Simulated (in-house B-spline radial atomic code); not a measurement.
**PBE excitations of the silicon ion Si²⁺**

Method: PBE. Computed with a B-spline radial code for spherical atoms: linear response of the closed shell [Ne] 3s2 with the functional's adiabatic kernel; scalar-relativistic (spin-free one-electron X2C), finite nucleus, no spin-orbit coupling, no double excitations, S, P, D and F terms only.

Command:
```bash
python run_td.py task.json out
```
Settings (radii: box in bohr, nucleus in fm):
```
Z                        14
electrons                12
configuration            [Ne] 3s2
hamiltonian              x2c
method                   pbe,pbe
box_radius               29.48
rms_radius               3.1224
intervals                74
```

Run time, properties included: 0.5 s on 1 thread of Arm Neoverse N1, on a shared host.

The lowest states, in the order of their Tamm-Dancoff energies; the method's threshold (minus the highest occupied level) is 28.533 eV. Labels give the largest channel, * marks a mixed state, and oscillator strengths are full-response dipole values. Semilocal kernels can invert the small singlet-triplet splittings of Rydberg terms. Energies in eV:

```json
{"state": "3s → 3p 3P", "full response": "6.065", "Tamm-Dancoff": "6.323", "oscillator strength": "-"}
{"state": "3s → 3p 1P", "full response": "10.294", "Tamm-Dancoff": "10.734", "oscillator strength": "1.61"}
{"state": "3s → 3d 3D", "full response": "16.229", "Tamm-Dancoff": "16.334", "oscillator strength": "-"}
{"state": "3s → 3d 1D", "full response": "17.680", "Tamm-Dancoff": "17.688", "oscillator strength": "-"}
{"state": "3s → 4s 3S", "full response": "18.440", "Tamm-Dancoff": "18.446", "oscillator strength": "-"}
{"state": "3s → 4s 1S", "full response": "19.140", "Tamm-Dancoff": "19.160", "oscillator strength": "-"}
{"state": "3s → 4p 3P", "full response": "20.684", "Tamm-Dancoff": "20.695", "oscillator strength": "-"}
{"state": "3s → 4p 1P", "full response": "21.031", "Tamm-Dancoff": "21.068", "oscillator strength": "0.0126"}
{"state": "3s → 4d 3D", "full response": "?", "Tamm-Dancoff": "?", "oscillator strength": "-"}
{"state": "3s → 4d 1D", "full response": "23.758", "Tamm-Dancoff": "23.760", "oscillator strength": "-"}
{"state": "3s → 5s 3S", "full response": "23.882", "Tamm-Dancoff": "23.883", "oscillator strength": "-"}
{"state": "3s → 5s 1S", "full response": "24.043", "Tamm-Dancoff": "24.049", "oscillator strength": "-"}
{"state": "3s → 4f 3F", "full response": "24.360", "Tamm-Dancoff": "24.366", "oscillator strength": "-"}
{"state": "3s → 4f 1F", "full response": "24.398", "Tamm-Dancoff": "24.401", "oscillator strength": "-"}
{"state": "3s → 5p 3P", "full response": "?", "Tamm-Dancoff": "?", "oscillator strength": "-"}
```

(1) Where does 3s → 5p 3P lie?

(2) Where does 3s → 4d 3D lie?

(3) How large is the singlet-triplet splitting of 3s → 3p (P terms) in Tamm-Dancoff?

(4) What polarisabilities and dispersion coefficient does the method give?

Answers

(1) At 24.639 eV in full response, 24.641 eV in Tamm-Dancoff.

(2) At 23.509 eV in full response, 23.523 eV in Tamm-Dancoff.

(3) 4.41 eV, from the unrounded values.

(4) Dipole 11.58 bohr³, quadrupole 36.51 bohr⁵, C6 39.66 hartree·bohr⁶ for two such species.
